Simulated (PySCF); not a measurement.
# Scandium: a sound run and one with changed settings

Sound run: Sc⁺ [Ar] 3d1 4s1, Sc²⁺ [Ar] 3d1. Computed with PySCF 2.14 in cc-pVTZ (7s6p4d2f1g, 68 functions), with no relativity, point nucleus. In the sound run the correlated levels freeze [Ar]. The sound run starts from symmetry-adapted Hartree-Fock orbitals and uses a fine grid where one is needed.

Changed run: basis STO-3G. This setting is unsound on purpose.

| species | method | sound run (hartree) | changed run (hartree) | converged |
| --- | --- | --- | --- | --- |
| Sc⁺ | UHF | -759.54259 | -751.82319 | yes |
| Sc⁺ | PBE | -760.15421 | -752.31310 | yes |
| Sc⁺ | BP86 | -760.46347 | -752.61561 | yes |
| Sc⁺ | MP2 | -759.54587 | -751.82319 | yes |
| Sc²⁺ | UHF | -759.09582 | -751.32350 | yes |
| Sc²⁺ | PBE | -759.67472 | -751.77223 | yes |
| Sc²⁺ | BP86 | -759.98315 | -752.07340 | yes |

Ionisation energy of Sc⁺:

```json
{"method": "UHF", "sound run (eV)": "12.157", "changed run (eV)": "13.597"}
{"method": "PBE", "sound run (eV)": "13.048", "changed run (eV)": "14.718"}
{"method": "BP86", "sound run (eV)": "13.070", "changed run (eV)": "14.754"}
{"method": "MP2", "sound run (eV)": "12.246", "changed run (eV)": "13.597"}
{"method": "SCS-MP2", "sound run (eV)": "12.187", "changed run (eV)": "13.597"}
```

A minimal basis cannot let orbitals breathe on ionisation and holds almost no correlation.

For comparison, NIST gives 12.800 eV between the lowest levels.
